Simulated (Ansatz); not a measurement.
CH6AlNO can be A, `C[NH][AlH][OH]`, or B, `OC[NH][AlH2]`.

Program: Ansatz. Geometries: PBE0-D4/def2-TZVP. ΔE: electronic, gas phase. CCSD(T)/CBS is the MP2 limit (def2-TZVPP, def2-QZVPP) plus CCSD(T) − MP2 in def2-TZVPP, frozen cores. DFT in def2-TZVPP. One conformer a species, not always the lowest.

(1) Which is lower in electronic energy at CCSD(T)/CBS, and by how much? (Estimate.)

(2) Give E(B) − E(A) in kJ/mol with BLYP-D4, ωB97M-V, r2SCAN-D4, MP2/def2-TZVPP, PBE0-D4, LDA (SPW92), HF/def2-TZVPP. (Best estimate.)

(3) Does the order hold for the free energy at 298.15 K (harmonic terms from PBE0-D4)? (Estimate.)

Largest T1 diagnostic: 0.012.

## Answers

(1) The calculation gave: A, by 192.2 kJ/mol.

(2) The calculation gave: BLYP-D4 184.4, ωB97M-V 186.3, r2SCAN-D4 189.0, MP2/def2-TZVPP 196.7, PBE0-D4 180.7, LDA (SPW92) 171.8, HF/def2-TZVPP 187.9. None reverses the order clearly.

(3) The calculation gave: Yes: G(B) − G(A) = +190.1 kJ/mol, for one conformer each.

Leaving LDA and LC-ωPBE aside and taking each functional with its dispersion term where it has one, the values, not all of them listed here, spread over 16.9 kJ/mol, from revPBE-D4 to B2PLYP. LDA lies −5.5 kJ/mol from PBE without D4. From PBE to PBE0 (25 % exact exchange), in def2-TZVPP and without D4, E(B) − E(A) moves by +3.7 kJ/mol.
